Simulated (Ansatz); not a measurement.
Ansatz (a quantum-chemistry and plane-wave program) input (B3LYP/6-31G*):

Ansatz 0.2 input:
```yaml
crystal:
  periodic: [false, false, false]
  atoms:
    - {symbol: N, position_ang: [-0.15996619, 1.64694570, -0.57143103]}
    - {symbol: Si, position_ang: [0.11870807, 0.03502674, -0.18666631]}
    - {symbol: N, position_ang: [1.65178136, -0.30633881, 0.41232028]}
    - {symbol: N, position_ang: [-0.75372682, -1.07400596, -1.11986323]}
    - {symbol: O, position_ang: [-0.80095346, -0.31783038, 1.46349626]}
    - {symbol: H, position_ang: [-0.70651675, 1.94182016, -1.37150593]}
    - {symbol: H, position_ang: [0.33994979, 2.41490785, -0.13954752]}
    - {symbol: H, position_ang: [2.48567328, 0.03092194, -0.05448293]}
    - {symbol: H, position_ang: [1.85112462, -1.04548203, 1.07532685]}
    - {symbol: H, position_ang: [-0.31496698, -1.93098553, -1.43759553]}
    - {symbol: H, position_ang: [-1.53624605, -0.81531965, -1.71041797]}
    - {symbol: H, position_ang: [-1.65195650, -0.78465218, 1.34951513]}
    - {symbol: H, position_ang: [-0.88796529, 0.37485155, 2.14688409]}
basis:
  gaussian:
    orbitals: 6-31G*
hamiltonian:
  xc: {name: B3LYP}
total_charge: 1
phonons: {temperatures: {t_min: 298.15, t_max: 298.15, t_step: 100}}
```

Output:

```
Functional definition: B3LYP
integrals: 0.05 GiB planned
1064 factors; integrals over basis functions are off by at most 3.4e-4 eV
mean field: 0.38 GiB planned
mean field evaluation 1: about -14494.5830 eV, gradient 1.2e2 eV
mean field evaluation 2: about -14472.7857 eV, gradient 1.5e2 eV
mean field evaluation 4: about -14521.3130 eV, gradient 2.9e0 eV
mean field evaluation 8: about -14521.3494 eV, gradient 2.3e-2 eV
mean field evaluation 16: about -14521.3494 eV, gradient 4.4e-6 eV
mean field -14521.34941613 eV, -533.6497481187 hartree, gradient 4.4e-6 eV, S^2 0.000000; 0 other end points of the search recorded, 0 dependent functions left out
the calculation of the forces begins
reference -14521.34964725 eV, -533.6497566123 hartree; 25, 25 occupied and 70, 70 virtual orbitals, 1064 factors
these checks for a lower state are left out or cut short: stability, starts, cluster_reference, orbital_swaps, neighbouring_geometries, increment
integrals: 0.05 GiB planned
1064 factors; integrals over basis functions are off by at most 3.4e-4 eV
mean field: 0.38 GiB planned
mean field -14521.34932491 eV, -533.6497447664 hartree, gradient 2.1e-6 eV, S^2 0.000000; 0 other end points of the search recorded, 0 dependent functions left out
the calculation of the forces begins
reference -14521.34955604 eV, -533.6497532603 hartree; 25, 25 occupied and 70, 70 virtual orbitals, 1064 factors
these checks for a lower state are left out or cut short: stability, starts, cluster_reference, orbital_swaps, neighbouring_geometries, increment
integrals: 0.05 GiB planned
1064 factors; integrals over basis functions are off by at most 3.4e-4 eV
mean field: 0.38 GiB planned
mean field -14521.34932411 eV, -533.6497447371 hartree, gradient 1.7e-6 eV, S^2 0.000000; 0 other end points of the search recorded, 0 dependent functions left out
the calculation of the forces begins
reference -14521.34955523 eV, -533.6497532303 hartree; 25, 25 occupied and 70, 70 virtual orbitals, 1064 factors
these checks for a lower state are left out or cut short: stability, starts, cluster_reference, orbital_swaps, neighbouring_geometries, increment
integrals: 0.05 GiB planned
1064 factors; integrals over basis functions are off by at most 3.4e-4 eV
mean field: 0.38 GiB planned
mean field evaluation 32: about -14521.3492 eV, gradient 6.7e-5 eV
mean field -14521.34920326 eV, -533.6497402958 hartree, gradient 1.5e-6 eV, S^2 0.000000; 0 other end points of the search recorded, 0 dependent functions left out
the calculation of the forces begins
reference -14521.34943432 eV, -533.6497487872 hartree; 25, 25 occupied and 70, 70 virtual orbitals, 1064 factors
these checks for a lower state are left out or cut short: stability, starts, cluster_reference, orbital_swaps, neighbouring_geometries, increment
integrals: 0.05 GiB planned
1064 factors; integrals over basis functions are off by at most 3.4e-4 eV
mean field: 0.38 GiB planned
mean field -14521.34920876 eV, -533.6497404981 hartree, gradient 8.8e-7 eV, S^2 0.000000; 0 other end points of the search recorded, 0 dependent functions left out
the calculation of the forces begins
reference -14521.34943994 eV, -533.6497489938 hartree; 25, 25 occupied and 70, 70 virtual orbitals, 1064 factors
these checks for a lower state are left out or cut short: stability, starts, cluster_reference, orbital_swaps, neighbouring_geometries, increment
integrals: 0.05 GiB planned
1064 factors; integrals over basis functions are off by at most 3.4e-4 eV
mean field: 0.38 GiB planned
mean field -14521.34927891 eV, -533.6497430759 hartree, gradient 1.8e-6 eV, S^2 0.000000; 0 other end points of the search recorded, 0 dependent functions left out
the calculation of the forces begins
reference -14521.34951006 eV, -533.6497515703 hartree; 25, 25 occupied and 70, 70 virtual orbitals, 1064 factors
these checks for a lower state are left out or cut short: stability, starts, cluster_reference, orbital_swaps, neighbouring_geometries, increment
integrals: 0.05 GiB planned
1064 factors; integrals over basis functions are off by at most 3.4e-4 eV
mean field: 0.38 GiB planned
mean field -14521.34927915 eV, -533.6497430847 hartree, gradient 2.1e-6 eV, S^2 0.000000; 0 other end points of the search recorded, 0 dependent functions left out
the calculation of the forces begins
reference -14521.34951025 eV, -533.6497515774 hartree; 25, 25 occupied and 70, 70 virtual orbitals, 1064 factors
these checks for a lower state are left out or cut short: stability, starts, cluster_reference, orbital_swaps, neighbouring_geometries, increment
integrals: 0.05 GiB planned
1064 factors; integrals over basis functions are off by at most 3.4e-4 eV
mean field: 0.38 GiB planned
mean field -14521.34927004 eV, -533.6497427500 hartree, gradient 2.1e-6 eV, S^2 0.000000; 0 other end points of the search recorded, 0 dependent functions left out
[...]
mean field: 0.38 GiB planned
mean field evaluation 416: about -14521.3493 eV, gradient 6.9e-5 eV
mean field -14521.34929991 eV, -533.6497438475 hartree, gradient 1.5e-6 eV, S^2 0.000000; 0 other end points of the search recorded, 0 dependent functions left out
the calculation of the forces begins
reference -14521.34953097 eV, -533.6497523387 hartree; 25, 25 occupied and 70, 70 virtual orbitals, 1064 factors
these checks for a lower state are left out or cut short: stability, starts, cluster_reference, orbital_swaps, neighbouring_geometries, increment
integrals: 0.05 GiB planned
1064 factors; integrals over basis functions are off by at most 3.4e-4 eV
mean field: 0.38 GiB planned
mean field -14521.34930356 eV, -533.6497439818 hartree, gradient 3.0e-6 eV, S^2 0.000000; 0 other end points of the search recorded, 0 dependent functions left out
the calculation of the forces begins
reference -14521.34953475 eV, -533.6497524777 hartree; 25, 25 occupied and 70, 70 virtual orbitals, 1064 factors
these checks for a lower state are left out or cut short: stability, starts, cluster_reference, orbital_swaps, neighbouring_geometries, increment
integrals: 0.05 GiB planned
1064 factors; integrals over basis functions are off by at most 3.4e-4 eV
mean field: 0.38 GiB planned
mean field -14521.34937450 eV, -533.6497465888 hartree, gradient 2.6e-6 eV, S^2 0.000000; 0 other end points of the search recorded, 0 dependent functions left out
the calculation of the forces begins
reference -14521.34960559 eV, -533.6497550813 hartree; 25, 25 occupied and 70, 70 virtual orbitals, 1064 factors
these checks for a lower state are left out or cut short: stability, starts, cluster_reference, orbital_swaps, neighbouring_geometries, increment
integrals: 0.05 GiB planned
1064 factors; integrals over basis functions are off by at most 3.4e-4 eV
mean field: 0.38 GiB planned
mean field -14521.34937666 eV, -533.6497466681 hartree, gradient 3.0e-6 eV, S^2 0.000000; 0 other end points of the search recorded, 0 dependent functions left out
the calculation of the forces begins
reference -14521.34960781 eV, -533.6497551627 hartree; 25, 25 occupied and 70, 70 virtual orbitals, 1064 factors
these checks for a lower state are left out or cut short: stability, starts, cluster_reference, orbital_swaps, neighbouring_geometries, increment
integrals: 0.05 GiB planned
1064 factors; integrals over basis functions are off by at most 3.4e-4 eV
mean field: 0.38 GiB planned
mean field -14521.34940176 eV, -533.6497475906 hartree, gradient 1.7e-6 eV, S^2 0.000000; 0 other end points of the search recorded, 0 dependent functions left out
the calculation of the forces begins
reference -14521.34963289 eV, -533.6497560845 hartree; 25, 25 occupied and 70, 70 virtual orbitals, 1064 factors
these checks for a lower state are left out or cut short: stability, starts, cluster_reference, orbital_swaps, neighbouring_geometries, increment
integrals: 0.05 GiB planned
1064 factors; integrals over basis functions are off by at most 3.4e-4 eV
mean field: 0.38 GiB planned
mean field evaluation 448: about -14521.3494 eV, gradient 1.9e-6 eV
mean field -14521.34940307 eV, -533.6497476388 hartree, gradient 1.9e-6 eV, S^2 0.000000; 0 other end points of the search recorded, 0 dependent functions left out
the calculation of the forces begins
reference -14521.34963419 eV, -533.6497561321 hartree; 25, 25 occupied and 70, 70 virtual orbitals, 1064 factors
these checks for a lower state are left out or cut short: stability, starts, cluster_reference, orbital_swaps, neighbouring_geometries, increment
integrals: 0.05 GiB planned
1064 factors; integrals over basis functions are off by at most 3.4e-4 eV
mean field: 0.38 GiB planned
mean field -14521.34940080 eV, -533.6497475554 hartree, gradient 1.8e-6 eV, S^2 0.000000; 0 other end points of the search recorded, 0 dependent functions left out
the calculation of the forces begins
reference -14521.34963191 eV, -533.6497560485 hartree; 25, 25 occupied and 70, 70 virtual orbitals, 1064 factors
these checks for a lower state are left out or cut short: stability, starts, cluster_reference, orbital_swaps, neighbouring_geometries, increment
integrals: 0.05 GiB planned
1064 factors; integrals over basis functions are off by at most 3.4e-4 eV
mean field: 0.38 GiB planned
mean field -14521.34940250 eV, -533.6497476177 hartree, gradient 1.6e-6 eV, S^2 0.000000; 0 other end points of the search recorded, 0 dependent functions left out
the calculation of the forces begins
reference -14521.34963363 eV, -533.6497561118 hartree; 25, 25 occupied and 70, 70 virtual orbitals, 1064 factors
these checks for a lower state are left out or cut short: stability, starts, cluster_reference, orbital_swaps, neighbouring_geometries, increment
integrals: 0.05 GiB planned
1064 factors; integrals over basis functions are off by at most 3.4e-4 eV
mean field: 0.38 GiB planned
mean field -14521.34933881 eV, -533.6497452772 hartree, gradient 2.6e-6 eV, S^2 0.000000; 0 other end points of the search recorded, 0 dependent functions left out
the calculation of the forces begins
reference -14521.34956997 eV, -533.6497537723 hartree; 25, 25 occupied and 70, 70 virtual orbitals, 1064 factors
these checks for a lower state are left out or cut short: stability, starts, cluster_reference, orbital_swaps, neighbouring_geometries, increment
integrals: 0.05 GiB planned
1064 factors; integrals over basis functions are off by at most 3.4e-4 eV
mean field: 0.38 GiB planned
mean field -14521.34933602 eV, -533.6497451745 hartree, gradient 1.3e-6 eV, S^2 0.000000; 0 other end points of the search recorded, 0 dependent functions left out
the calculation of the forces begins
reference -14521.34956710 eV, -533.6497536665 hartree; 25, 25 occupied and 70, 70 virtual orbitals, 1064 factors
these checks for a lower state are left out or cut short: stability, starts, cluster_reference, orbital_swaps, neighbouring_geometries, increment
integrals: 0.05 GiB planned
1064 factors; integrals over basis functions are off by at most 3.4e-4 eV
mean field: 0.38 GiB planned
mean field -14521.34934154 eV, -533.6497453774 hartree, gradient 2.8e-6 eV, S^2 0.000000; 0 other end points of the search recorded, 0 dependent functions left out
the calculation of the forces begins
reference -14521.34957270 eV, -533.6497538725 hartree; 25, 25 occupied and 70, 70 virtual orbitals, 1064 factors
these checks for a lower state are left out or cut short: stability, starts, cluster_reference, orbital_swaps, neighbouring_geometries, increment
integrals: 0.05 GiB planned
1064 factors; integrals over basis functions are off by at most 3.4e-4 eV
mean field: 0.38 GiB planned
mean field evaluation 480: about -14521.3493 eV, gradient 1.1e-1 eV
mean field -14521.34933925 eV, -533.6497452933 hartree, gradient 1.2e-6 eV, S^2 0.000000; 0 other end points of the search recorded, 0 dependent functions left out
the calculation of the forces begins
reference -14521.34957033 eV, -533.6497537854 hartree; 25, 25 occupied and 70, 70 virtual orbitals, 1064 factors
Total energy: -14521.34964725 eV, -533.6497566123 hartree
Atom 0 at    -0.159966     1.646946    -0.571431 Å, force     0.000149    -0.001230    -0.000196 eV/Å
Atom 1 at     0.118708     0.035027    -0.186666 Å, force     0.000376     0.001571    -0.001585 eV/Å
Atom 2 at     1.651781    -0.306339     0.412320 Å, force     0.000121    -0.000308     0.000382 eV/Å
Atom 3 at    -0.753727    -1.074006    -1.119863 Å, force    -0.000720    -0.000587    -0.000690 eV/Å
Atom 4 at    -0.800953    -0.317830     1.463496 Å, force     0.001021     0.000082     0.001080 eV/Å
Atom 5 at    -0.706517     1.941820    -1.371506 Å, force    -0.000132     0.000587     0.000515 eV/Å
Atom 6 at     0.339950     2.414908    -0.139548 Å, force     0.000125    -0.000162    -0.000016 eV/Å
Atom 7 at     2.485673     0.030922    -0.054483 Å, force    -0.000104     0.000177     0.000129 eV/Å
Atom 8 at     1.851125    -1.045482     1.075327 Å, force     0.000067     0.000020     0.000413 eV/Å
Atom 9 at    -0.314967    -1.930986    -1.437596 Å, force     0.000329    -0.000225    -0.000069 eV/Å
Atom 10 at    -1.536246    -0.815320    -1.710418 Å, force    -0.000349     0.000034    -0.000077 eV/Å
Atom 11 at    -1.651957    -0.784652     1.349515 Å, force    -0.000530    -0.000442    -0.000274 eV/Å
Atom 12 at    -0.887965     0.374852     2.146884 Å, force    -0.000351     0.000483     0.000389 eV/Å
Dipole moment:    -0.370817     0.036430     0.311193 e Å
Vibrations: 109.56 172.28 181.68 240.56 268.18 283.98 308.85 389.02 410.65 422.69 437.18 448.07 497.53 521.31 754.11 776.12 799.52 846.21 864.05 1020.27 1050.35 1614.71 1618.52 1628.38 1652.35 3568.59 3578.68 3581.85 3653.39 3655.08 3669.10 3669.95 3754.56 cm⁻¹, zero-point energy 2.879368 eV
```

The blocks after the first are displaced geometries, from whose forces the wavenumbers follow.

The dipole moment of an ion depends on the origin.
